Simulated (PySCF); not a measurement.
BiH3, SMILES [BiH3]. Atoms are numbered in the order given.

```xyz
4

Bi     0.0000     0.0000     0.0359
H      1.2759    -0.7366    -0.9925
H      0.0000     1.4732    -0.9925
H     -1.2759    -0.7366    -0.9925
```
Charge 0, spin multiplicity 1.

Coordinates come from a B3LYP-D3(BJ)/def2-TZVPD optimisation. The def2 effective core potentials stand for the cores of Bi; spin–orbit coupling is left out.

Computed with TDA-PBE0/def2-TZVPD (PySCF 2.14.0).

Vertical excitations; the highest root listed may be one member of a degenerate set. Isolated molecule, no solvent. State labels are in the subgroup Cs.

Computed UV-visible absorptions:
| state | symmetry | energy (eV) | λ (nm) | f | main pairs |
|---|---|---|---|---|---|
| S1 | A' | 6.21 | 200 | 0.173 | HOMO→LUMO 96 % |
| S2 | A" | 6.38 | 194 | 0.047 | HOMO→LUMO+2 (degenerate set) |
| S3 | A' | 6.38 | 194 | 0.047 | HOMO→LUMO+1 (degenerate set) |
| S4 | A" | 7.32 | 169 | 0.000 | HOMO−1→LUMO+1 50 %, HOMO−2→LUMO+2 50 % |
| S5 | A' | 7.49 | 166 | 0.063 | HOMO−2→LUMO, HOMO−2→LUMO+1, HOMO−1→LUMO+2 (degenerate set) |
| S6 | A" | 7.49 | 166 | 0.063 | HOMO−1→LUMO, HOMO−2→LUMO+2, HOMO−1→LUMO+1 (degenerate set) |
| S7 | A" | 8.22 | 151 | 0.175 | HOMO→LUMO+5, HOMO−1→LUMO+1, HOMO−2→LUMO+2, HOMO−1→LUMO (degenerate set) |
| S8 | A' | 8.22 | 151 | 0.175 | HOMO→LUMO+4, HOMO−2→LUMO+1, HOMO−1→LUMO+2, HOMO−2→LUMO (degenerate set) |
| S9 | A' | 8.27 | 150 | 0.006 | HOMO→LUMO+3 53 %, HOMO−1→LUMO+2 22 %, HOMO−2→LUMO+1 22 % |
| S10 | A" | 8.60 | 144 | 0.441 | HOMO→LUMO+5 57 %, HOMO−1→LUMO+1 10 %, HOMO−2→LUMO+2 10 % |
| T1 | A' | 5.25 | 236 | 0 | HOMO→LUMO+1 (degenerate set) |
| T2 | A" | 5.25 | 236 | 0 | HOMO→LUMO+2 (degenerate set) |
| T3 | A' | 5.50 | 225 | 0 | HOMO→LUMO 77 % |
| T4 | A' | 6.38 | 194 | 0 | HOMO−1→LUMO+2 38 %, HOMO−2→LUMO+1 38 %, HOMO→LUMO 21 % |
Triplets are in the Tamm–Dancoff approximation.
